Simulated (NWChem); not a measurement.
Electron attachment to BO

SMILES: [B]=O
```xyz
2

B      0.0000     0.0000     0.7405
O      0.0000     0.0000    -0.4628
```
Charge 0, spin multiplicity 2.

Program: NWChem. Structure: optimised with UB3LYP/def2-SVP, a minimum by its harmonic frequencies.

Basis set: def2-TZVPD. The species with one electron more has spin multiplicity 1 and keeps the geometry of the parent. Δ marks differences of total energies (open shells unrestricted). −ε marks an orbital energy of the parent. That orbital need not have the symmetry of the hole or added electron in the Δ rows. The basis adds only a small set of diffuse functions.

B3LYP has NWChem's definition, with VWN1-RPA local correlation. The structure started from a generated list of species. The unpaired electrons of the parent sit in orbitals of symmetry a1 (C2v labels of the run); other states weren't searched. The stability of the SCF solutions was not checked.

Q: For the vertical electron affinity, −ε(beta LUMO) of B3LYP gives 4.95 eV and −ε(beta LUMO) of PBE gives 5.45 eV. What do −ε(beta LUMO) of TPSS, ΔPBE, ΔB3LYP give?

A: −ε(beta LUMO) of TPSS: 5.89 eV; ΔPBE: 2.36 eV; ΔB3LYP: 2.54 eV.
